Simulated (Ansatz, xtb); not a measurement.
Gas-phase reaction in SMILES: CC(C)=C([SiH3])Cl + 6 [H][H] (H2) -> 4 C (CH4) + Cl (HCl) + [SiH4] (SiH4)
Structures are relaxed separately at B3LYP-D3(BJ)/def2-TZVP in Ansatz (a first-principles code).

Property: energy of full hydrogenation (electronic energy difference), in kcal/mol. Cores are frozen in the correlated levels unless marked. No spin-orbit coupling. Non-relativistic. CBS marks a two-point X^-3 extrapolation of the correlation energy; Hartree-Fock from the larger set. [CCSD(T)-MP2]/basis is that difference in the basis named.

```tsv
level	program	energy of full hydrogenation (kcal/mol)
GFN1-xTB	xtb	-165.6
HF/aug-cc-pV(D+d)Z	Ansatz	-137.0
BLYP-D4/def2-TZVPD	Ansatz + dftd4	-98.6
B97M-V/def2-TZVPD	Ansatz	-114.7
B3LYP/def2-TZVPD	Ansatz	-116.9
PBE0-D4/def2-TZVP	Ansatz + dftd4	-110.1
BHLYP/def2-TZVPD	Ansatz	-124.3
LC-wPBE-D3(BJ)/def2-TZVPD	Ansatz + dftd3	-113.4
MP2/STO-3G	Ansatz	-94.9
RI-MP2/aug-cc-pV(Q+d)Z	Ansatz	-102.7
CCSD(T)/STO-3G	Ansatz	-90.5
CCSD(T)/6-31G	Ansatz	-94.1
RI-MP2/CBS(cc-pV(T+d)Z,cc-pV(Q+d)Z)+[CCSD(T)-MP2]/cc-pV(D+d)Z	Ansatz	-107.2
RI-MP2/CBS(cc-pV(T+d)Z,cc-pV(Q+d)Z)+[CCSD(T)-MP2]/cc-pV(Q+d)Z	Ansatz	-107.7
CCSD(T)/CBS(cc-pV(T+d)Z,cc-pV(Q+d)Z)	Ansatz	-107.7
```
